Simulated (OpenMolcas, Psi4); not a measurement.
From Psi4 to OpenMolcas

Psi4 1.11 runs this on singlet [SiF3]−:

job.py:
```python
import psi4

psi4.set_memory('2200 MB')
psi4.set_num_threads(1)
psi4.set_output_file('psi4.out', False)

geom = psi4.geometry("""
-1 1
F      1.48315155    -0.95816673     2.17639758
Si    -0.53432006     0.40262505     0.44272504
F     -1.87887910    -1.68610813    -1.21762613
F      0.93004761     2.24164982    -1.40149648
units au
symmetry c1
no_reorient
no_com
""")

psi4.set_options({
    'puream': True,
    'e_convergence': 1e-09,
    'd_convergence': 1e-08,
    'scf_type': 'pk',
    'dft_radial_points': 99,
    'dft_spherical_points': 590,
})

energy_value, wavefunction = psi4.gradient('tpss/aug-cc-pVDZ', return_wfn=True)
print('gradient / Eh bohr^-1')
print(energy_value.np.round(6))
print(f'energy = {wavefunction.energy():.10f} Eh')
```

```bash
$ python job.py
```

Geometry: relaxed at PBE0-D4/def2-TZVP. That shape belongs to the parent species and isn't relaxed for this state.

The HOMO lies above zero, from self-interaction, a short basis or an unbound electron. The shape is far from stationary at this level.

It gives a total energy of -589.269783 Eh.

Q: How is this level of theory, on these atoms, set up in OpenMolcas 26.06 as an input file of the program's own, asking for the energy?

A: One way, which was run:

run.inp:
```
&GATEWAY
BasLib=$CurrDir
Coord
4
angstrom
F        0.784850      -0.507040       1.151700
Si      -0.282750       0.213060       0.234280
F       -0.994260      -0.892250      -0.644340
F        0.492160       1.186230      -0.741640
Basis=aug-cc-pVDZ
Group=NoSym
&SEWARD
GridInput
Grid=UltraFine
End of Grid
&SCF
Charge=-1
KSDFT=2
1.0 MGGA_X_TPSS
1.0 MGGA_C_TPSS
Thresholds=1e-10 1e-07 1e-07 1e-05
PrOrbitals=1
```

```bash
$ export MOLCAS_MEM=1860
$ pymolcas run.inp > run.log
```

(Basis files named in the input come from the Basis Set Exchange and aren't shown.)

Its energy is -589.269785 Eh, 0.002 mEh from the first.
